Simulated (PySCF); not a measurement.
Si(Cl)2(F)(OSiH3) (Cl2FH3OSi2), SMILES F[Si](Cl)(Cl)O[SiH3]. Geometry optimised at PBE0-D3(BJ)/def2-SVP. This is a generated structure with no PubChem entry under its InChIKey; it may be hypothetical. The values are those of a single conformer.

Computed equilibrium geometry at PBE0-D3(BJ)/def2-SVP (PySCF confirms it by a frequency run) as a Z-matrix (one conformer of several):
```
O
Si 1 1.6151
F 2 1.6025 1 109.46
Si 1 1.6758 2 145.04 3 -120.89
H 4 1.4860 1 107.15 2 -176.18
H 4 1.4896 5 110.53 1 119.10
H 4 1.4900 5 110.52 6 121.96
Cl 2 2.0290 3 107.94 1 120.60
Cl 2 2.0376 3 107.87 1 -120.24
```
Charge 0, spin multiplicity 1.
